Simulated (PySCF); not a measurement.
Ge(F)2 cation (F2Ge), SMILES [F][Ge][F] (connectivity only; charge and spin as stated), charge +1, multiplicity 2.

Geometry optimised at B3LYP-D3(BJ)/def2-TZVP. The spin state was assumed, not searched. The isomer is the one that the SMILES or the coordinates give; other isomers of the formula were not compared.

Calculation: B3LYP-D3(BJ)/def2-TZVP (PySCF 2.14.0).

Frequencies are harmonic and unscaled.

| mode | ν (cm⁻¹) | IR (km/mol) | moving atoms (share of kinetic energy) |
|---|---|---|---|
| 1 | 195 | 18.5 | F 79 %, Ge 21 % |
| 2 | 717 | 17.6 | F 87 %, Ge 13 % |
| 3 | 767 | 59.9 | F 72 %, Ge 28 % |
